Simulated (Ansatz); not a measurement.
`[CH]=C[SiH](F)F` radical, relaxed with UKS PBE-D4/def2-SVP in Ansatz 0.2.0 from a rough embedded geometry. The force threshold is 0.03 eV/Å; the program also tests the step.

The species carries charge 0 and has multiplicity 2.

Start:

```xyz
8

C     1.286   -0.795    0.838
C     0.086   -0.331    0.740
Si   -0.568    0.547   -0.744
F    -1.540    1.679   -0.136
F    -1.456   -0.488   -1.575
H     2.282   -1.233    0.803
H    -0.589   -0.455    1.607
H     0.500    1.075   -1.532
```

Question: How much energy does the relaxation release, and in how many steps? (Estimate.)

Answer: Ansatz gave: 34.63 kJ/mol, in 11 steps.

Question: Which bonds change most? (Best estimate.)

Answer: The calculation gave: Si3–H8 from 1.428 to 1.492 Å; Si3–F5 from 1.597 to 1.631 Å; C1–C2 from 1.290 to 1.322 Å; C2–Si3 from 1.844 to 1.867 Å.

Question: Give the relaxed structure. (Estimate.)

Answer: Ansatz gave: 
```xyz
8

C     1.275   -0.804    1.023
C     0.004   -0.480    0.858
Si   -0.513    0.468   -0.665
F    -1.256    1.855   -0.238
F    -1.611   -0.390   -1.514
H     2.223   -0.664    0.480
H    -0.767   -0.769    1.605
H     0.646    0.784   -1.549
```
